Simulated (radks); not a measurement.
Values are calculated unless marked as measured or tabulated.
Task: The mean radii <r> (bohr) of the occupied orbitals of an atom or ion are listed with their occupations. Code: a radial shooting solver on a logarithmic mesh with Libxc functionals. Model: Dirac Kohn-Sham, exchange-only PBE, spin-unpolarised, spherical densities, finite nucleus; Fermi nuclear charge, rms radius of each element as measured or else 0.836 A^(1/3) + 0.57 fm.

orbital  occ.      <r>
1s1/2       2  0.02232
2s1/2       2  0.09459
2p1/2       2  0.07907
2p3/2       4  0.08580
3s1/2       2   0.2485
3p1/2       2   0.2380
3p3/2       4   0.2507
3d3/2       4   0.2225
3d5/2       6   0.2264
4s1/2       2   0.5393
4p1/2       2   0.5451
4p3/2       4   0.5677
4d3/2       4   0.5770
4d5/2       3   0.5838

Name the element and its charge. Open shells, if any, fill j = l - 1/2 first.

Result: Z = 63, europium, charge +20: Eu20+ in [Kr] 4d7. The 1s radius gives Z: for a bare nucleus <r> = (2 gamma + 1)/(2Z) with gamma = sqrt(1 - (Z/c)^2), 0.02203 bohr for Z = 63, and screening makes it slightly larger (0.02232 here). The occupations add up to 43, and the charge is Z minus that.
